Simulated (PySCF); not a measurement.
# From computed data to an observable: dipole moment from atomic charges

BBrH₂O₂, SMILES OB(O)Br. Atoms are numbered in the order given.

```xyz
6

B     -0.0048     0.9579     0.0000
Br    -0.0175    -0.9793     0.0000
O     -1.1905     1.5920     0.0000
H     -1.0807     2.5504     0.0000
O      1.1627     1.6411     0.0000
H      1.9387     1.0724     0.0000
```

Coordinates come from a PBE0-D3(BJ)/def2-SVP optimisation. The values are those of a single conformer.

Charges (e) from PySCF with B3LYP/def2-TZVPD:

```csv
atom,ESP fit,IAO
B1,0.467,0.449
Br2,-0.163,-0.103
O3,-0.569,-0.550
H4,0.442,0.382
O5,-0.560,-0.566
H6,0.382,0.389
```

The dipole moment of the full density is 1.96 D.

What dipole moment does each set of point charges give, and which comes closer to that of the density?


μ = Σ q r, and 1 e Å = 4.8032 D.
ESP fit: Σ q r = (0.290, 0.319, 0.000) e Å, |μ| = 2.07 D.
IAO: Σ q r = (0.338, 0.118, 0.000) e Å, |μ| = 1.72 D.
ESP fit comes closer in size. Point charges leave out the atoms' own dipoles (lone pairs, polarised bonds); fits to the potential absorb them, partitions of the density don't.
